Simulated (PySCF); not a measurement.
**How the method moves the HOMO and LUMO of `FC(F)CC[SiH3]`**

C₃H₈F₂Si.
Z-matrix (Å and degrees, PBE0-D3(BJ)/def2-SVP geometry), rows numbered from 1:
```
F 
C   1  1.3505
F   2  1.3597  1  107.39
C   2  1.5048  1  110.17  3  -119.84
C   4  1.5257  2  114.22  1  -177.95
Si  5  1.8992  4  118.07  2   -61.58
H   2  1.1056  1  108.14  3   115.73
H   4  1.1030  2  106.60  1    58.80
H   4  1.1021  2  107.06  1   -55.11
H   5  1.1024  4  108.62  2   178.01
H   5  1.1048  4  110.41  2    63.06
H   6  1.4917  5  112.72  4    77.75
H   6  1.4942  5  110.48  4   -45.31
H   6  1.4968  5  107.41  4  -163.49
```

Basis pcSseg-1 throughout (PySCF), one geometry. Isolated species at its PBE0-D3(BJ)/def2-SVP geometry (one conformer only).

How do the orbital energies, the gap and the dipole change with the method?

```
   method                    kind  HOMO (eV)  LUMO (eV)  gap (eV)  μ (D)  SCF cycles
     BLYP                     GGA      -7.44       0.09      7.53   2.12          13
     OPBE                     GGA      -7.51       0.28      7.79   2.11          14
      PBE                     GGA      -7.54       0.00      7.55   2.13          14
    B97-D                     GGA      -7.57       0.17      7.74   2.16          13
      LDA                     LDA      -7.64      -0.24      7.40   2.22          13
      KT2                     GGA      -7.65      -0.13      7.52   2.13          14
     BP86                     GGA      -7.66       0.00      7.66   2.15          13
      KT3                     GGA      -7.69      -0.04      7.64   2.10          14
    B97-2           global hybrid      -8.68       0.85      9.53   2.27          12
    B3LYP           global hybrid      -8.71       0.56      9.27   2.25          12
     PBE0           global hybrid      -8.93       0.82      9.74   2.28          12
 mPW1PW91           global hybrid      -8.96       0.85      9.82   2.29          12
BHandHLYP           global hybrid     -10.18       1.57     11.75   2.40          12
CAM-B3LYP  range-separated hybrid     -10.31       1.74     12.05   2.30          12
  wB97X-D  range-separated hybrid     -10.82       2.60     13.42   2.31          12
  LC-wPBE  range-separated hybrid     -11.68       3.00     14.68   2.30          13
       HF            Hartree–Fock     -12.13       3.74     15.87   2.55          10
```

The HOMO spans 4.69 eV, from BLYP down to HF, and the gap runs from 7.40 eV (LDA) to 15.87 eV (HF). Over the methods BLYP (0 %), OPBE (0 %), PBE (0 %), B97-D (0 %), LDA (0 %), KT2 (0 %), BP86 (0 %), KT3 (0 %), B97-2 (21 %), B3LYP (20 %), PBE0 (25 %), mPW1PW91 (25 %), BHandHLYP (50 %), HF (100 %), a straight line through the gap against the share of exact exchange rises by 0.83 eV for each 10 % (correlation coefficient 0.999). The dipole ranges from 2.10 D (KT3) to 2.55 D (HF). This basis has no diffuse functions.
